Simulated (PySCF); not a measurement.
C2F3O, SMILES C(F)([C]=O)(F)F, multiplicity 2. Atoms are numbered in the order given.

```xyz
6

O     -0.0028     2.0741     0.0000
C      0.6242     1.0791     0.0000
C      0.0198    -0.3529     0.0000
F     -1.3131    -0.3373     0.0000
F      0.4431    -0.9953     1.0864
F      0.4431    -0.9953    -1.0864
```
Charge 0, spin multiplicity 2.

Coordinates come from a r2SCAN-D4/def2-SVP optimisation. The isomer is the one that the SMILES or the coordinates give; other isomers of the formula were not compared.

Computed with PySCF with SMD-ωB97X/6-31G*.

Solvation free energies are E(SMD) − E(gas) at the gas-phase geometry, for 1 M in both phases. In vacuum the dipole moment is 0.54 D.

| solvent | ΔG(solv) (kcal/mol) | its non-electrostatic (CDS) part | dipole (D) |
|---|---|---|---|
| water | 3.6 | 5.7 | 0.74 |
| cyclohexanone | (withheld) | (withheld) | (withheld) |
| acetone | -0.3 | 1.2 | 0.65 |

Complete the blanks. (The exact figures need the calculation; the answer reports its results.)


- cyclohexanone, ΔG(solv) (kcal/mol): 0.2
- cyclohexanone, its non-electrostatic (CDS) part: 1.5
- cyclohexanone, dipole (D): 0.65
